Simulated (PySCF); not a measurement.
# Running PySCF for LiGa⁺

Input:

```python
from pyscf import gto, dft, tdscf

mol = gto.M(
    atom='Li 0 0 0; Ga 0 0 2.331',
    basis='pcseg-1',
    charge=1,
    spin=1,
    verbose=3,
)
mf = dft.UKS(mol, xc='hcth407')
mf = mf.density_fit(auxbasis='def2-universal-jkfit')
mf.kernel()
td = tdscf.TDA(mf)
td.nstates = 5
td.kernel()
td.analyze()
mf.dip_moment()
print('orbital energies (hartree):', [e[max(0, n-3):n+3].round(4) for e, n in zip(mf.mo_energy, mol.nelec)])
```

```bash
$ OMP_NUM_THREADS=1 python input.py
```

Output (some set-up lines and the per-cycle HOMO/LUMO lines with their warnings removed):

```
converged SCF energy = -1932.9439334765  <S^2> = 0.75419282  2S+1 = 2.0041884
Excitation energies (eV)
[0.90839976 0.90839976 3.53487454 4.39736985 4.39736985]

** Excitation energies and oscillator strengths **
Excited State   1:      0.90840 eV   1364.86 nm  f=0.0002
Excited State   2:      0.90840 eV   1364.86 nm  f=0.0002
Excited State   3:      3.53487 eV    350.75 nm  f=0.1208
Excited State   4:      4.39737 eV    281.95 nm  f=0.0725
Excited State   5:      4.39737 eV    281.95 nm  f=0.0725

WARN: System has nonzero charge 1; the dipole moment is origin-dependent.
Location of origin: [0. 0. 0.]

Dipole moment(X, Y, Z, Debye):  0.00000, -0.00000,  3.29392
orbital energies (hartree): [array([-1.0002, -0.5458, -0.3355, -0.2991, -0.2991, -0.2076]), array([-0.9978, -0.9955, -0.5171, -0.311 , -0.2977, -0.2977])]
```

In short: E(SCF) = -1932.943933 Eh, ⟨S²⟩ = 0.754, first excitations without spin–orbit coupling 0.91, 0.91, 3.53, 4.40, 4.40 eV.

Run time: 4.6 s on 1 thread of AMD EPYC 9R14 (shared host).

The bond length is a typed value, not an optimised one. The dipole of an ion depends on the origin. No search for the lowest solution was made.
